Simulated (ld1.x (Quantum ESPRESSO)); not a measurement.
# u(r) = r·R(r): atom against pseudo-atom (F)

Columns: radius, all-electron u(r) and pseudo u(r) of the 2s shell (level -47.39 eV) of fluorine in the configuration [He] 2s2 2p4; PBE, scalar-relativistic, ultrasoft scheme, ld1.x (Quantum ESPRESSO) 7.5.

| r (bohr) | all-electron | pseudo |
| --- | --- | --- |
| 0.055 | 0.4151 | -0.0320 |
| 0.110 | 0.4551 | -0.0746 |
| 0.165 | 0.3139 | -0.1362 |
| 0.220 | 0.0979 | -0.2210 |
| 0.275 | -0.1351 | -0.3287 |
| 0.330 | -0.3547 | -0.4537 |
| 0.385 | -0.5467 | -0.5869 |
| 0.440 | -0.7059 | -0.7169 |
| 0.495 | -0.8312 | -0.8324 |
| 0.550 | -0.9247 | -0.9247 |
| 0.605 | -0.9897 | -0.9897 |
| 0.660 | -1.0300 | -1.0300 |
| 0.715 | -1.0497 | -1.0497 |
| 0.770 | -1.0523 | -1.0523 |
| 0.825 | -1.0414 | -1.0414 |
| 0.880 | -1.0199 | -1.0199 |
| 0.935 | -0.9902 | -0.9902 |
| 0.990 | -0.9545 | -0.9545 |
| 1.045 | -0.9146 | -0.9146 |
| 1.100 | -0.8718 | -0.8718 |
| 1.155 | -0.8273 | -0.8273 |
| 1.210 | -0.7821 | -0.7821 |
| 1.265 | -0.7369 | -0.7369 |
| 1.320 | -0.6923 | -0.6923 |
| 1.375 | -0.6487 | -0.6487 |
| 1.430 | -0.6065 | -0.6065 |

Task: How many radial nodes do the two functions have?

Result: The all-electron 2s function has n − l − 1 = 1; the pseudo-wave has 0, since the states of the same l below it are removed with the core.

Task: At about which radius was the pseudo-wave matched?

Result: 0.55 bohr, where the columns begin to agree (steps of 0.06 bohr).

Task: Is the pseudo-wave norm-conserving?

Result: No, it belongs to an ultrasoft set: the norm inside the radius is not constrained, and the difference is carried by the augmentation charge.
